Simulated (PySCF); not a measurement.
## How methods differ on the ionisation energy of Mg²⁺

Mg²⁺ [Ne] (1S) → Mg³⁺ [He] 2s2 2p5 (2P), as a difference of total energies. Computed with PySCF 2.14 in aug-cc-pVDZ, with the non-relativistic Hamiltonian (point nucleus). Correlated levels: valence: [He] 2s2 frozen. The calculations carry no spin-orbit coupling.

```
           method  ionisation energy (eV)
              UHF                  81.031
             BP86                  82.579
            M06-L                  82.501
    MP2 (valence)                  81.069
SCS-MP2 (valence)                  81.067
   CCSD (valence)                  81.067
CCSD(T) (valence)                  81.068
```

How much does correlation contribute at CCSD(T) (valence)?

81.068 − (81.031) = 0.037 eV, measured against UHF.

Errors of the correlated levels include the incompleteness of this basis and the frozen core.

For comparison: 80.144 eV (measured; NIST Atomic Spectra Database, ionization energies).
